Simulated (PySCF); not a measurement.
C₆H₄Cl, SMILES c1c[c]cc(c1)Cl, multiplicity 2.

Coordinates come from a PBE-D3(BJ)/def2-SVP optimisation. The isomer is the one that the SMILES or the coordinates give; other isomers of the formula were not compared.

Method: PBE-D3(BJ)/def2-SVP run with PySCF 2.14.0.

Frequencies are harmonic and unscaled.

Computed normal modes with their intensities:
| mode | ν (cm⁻¹) | IR (km/mol) | moving atoms (share of kinetic energy) |
|---|---|---|---|
| 1 | 179 | 0.1 | C 70 %, Cl 16 %, H 13 % |
| 2 | 294 | 0.6 | C 62 %, Cl 28 %, H 11 % |
| 3 | 405 | 4.9 | Cl 54 %, C 42 % |
| 4 | 408 | 3.9 | C 74 %, H 26 % |
| 5 | 478 | 0.2 | C 85 %, H 14 % |
| 6 | 593 | 4.2 | C 93 % |
| 7 | 647 | 19.1 | C 63 %, H 37 % |
| 8 | 684 | 14.3 | C 85 %, Cl 11 % |
| 9 | 732 | 32.2 | H 73 %, C 27 % |
| 10 | 817 | 8.6 | H 66 %, C 34 % |
| 11 | 860 | 1.4 | H 71 %, C 29 % |
| 12 | 952 | 0.2 | H 73 %, C 27 % |
| 13 | 952 | 17.7 | C 90 %, H 9 % |
| 14 | 1028 | 6.2 | C 54 %, H 46 % |
| 15 | 1046 | 15.7 | H 54 %, C 45 % |
| 16 | 1073 | 39.1 | C 61 %, H 38 % |
| 17 | 1123 | 0.0 | H 93 % |
| 18 | 1213 | 3.5 | H 76 %, C 24 % |
| 19 | 1327 | 5.4 | C 86 %, H 14 % |
| 20 | 1400 | 10.6 | C 71 %, H 29 % |
| 21 | 1421 | 42.8 | C 76 %, H 24 % |
| 22 | 1531 | 9.9 | C 93 % |
| 23 | 1607 | 28.4 | C 96 % |
| 24 | 3109 | 3.1 | H 92 % |
| 25 | 3125 | 2.1 | H 91 %, C 9 % |
| 26 | 3127 | 1.0 | H 91 %, C 9 % |
| 27 | 3149 | 0.4 | H 91 %, C 9 % |
